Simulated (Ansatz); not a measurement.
Reaction (isomerisation): `CN[SiH](O)Br` → `N[SiH](O)CBr`

Isolated molecules relaxed with PBE0-D4/def2-TZVP in Ansatz; ΔE leaves out vibrations. CBS: MP2 limit from def2 TZ/QZ plus the TZ coupled-cluster correction, frozen cores. Functionals use def2-TZVPP. B3LYP here is the variant with VWN-RPA as its local correlation; programs differ in this. For Br outer-core shells are correlated without core-valence functions, which leaves a few kJ/mol of doubt a bond. Scalar relativity is left out up to krypton. Each species was taken in one conformer, which may not be the lowest.

```
          level  ΔE (kJ/mol)
      r2SCAN-D4         84.7
       B3LYP-D4         83.3
        ωB97M-V         83.1
CCSD/def2-TZVPP         82.2
```

Q: What does CCSD(T)/CBS give? (Estimate.)

A: Computed: +82.7 kJ/mol. The listed levels differ from it by 2.0, 0.6, 0.4, -0.5 kJ/mol.

Largest T1 diagnostic among the species: 0.009.

From PBE to PBE0 (25 % exact exchange), in def2-TZVPP and without D4, ΔE moves by +3.8 kJ/mol. In def2-TZVPP, CCSD(T) changes the Hartree–Fock value by −14.0 kJ/mol (the triples alone add −1.9 kJ/mol) and MP2 by −11.6 kJ/mol.
